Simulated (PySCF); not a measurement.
Levels of V(12+) from EOM-EA-GCCSD

Reference: closed-shell V(13+), [Ne]; one electron is added. Calculated with PySCF 2.14, two-component X2C-1e with screened spin-orbit coupling, an uncontracted even-tempered set (18 s from 0.5 bohr⁻², ratio 2.6; 12 p from 0.65 bohr⁻², ratio 2.6; 6 d from 0.66 bohr⁻², ratio 2.8; 3 f from 24 bohr⁻², ratio 2.8); frozen 1s2; the 44 highest virtual spinors dropped; of the others 44 kept and the rest restored at second order. No Breit or QED terms. Binding energies in eV.

```json
{"level": "3s1/2", "Koopmans": "335.55"}
{"level": "3p1/2", "Koopmans": "307.60"}
{"level": "3p3/2", "Koopmans": "306.19"}
{"level": "3d3/2", "Koopmans": "267.86"}
{"level": "3d5/2", "Koopmans": "267.70"}
```

How does correlation move these levels?

3s1/2: second order 336.14, EOM-CCSD 336.14; 3p1/2: second order 308.22, EOM-CCSD 308.23; 3p3/2: second order 306.80, EOM-CCSD 306.81; 3d3/2: second order 268.26, EOM-CCSD 268.27; 3d5/2: second order 268.10, EOM-CCSD 268.11.

For comparison, the ionisation energy of V(12+) is 336.27 eV (semi-empirical (NIST evaluation); NIST Atomic Spectra Database, ionization energies).

Only part of the computed levels is shown.

The screened spin-orbit operator tends to give fine-structure splittings of light species too large.
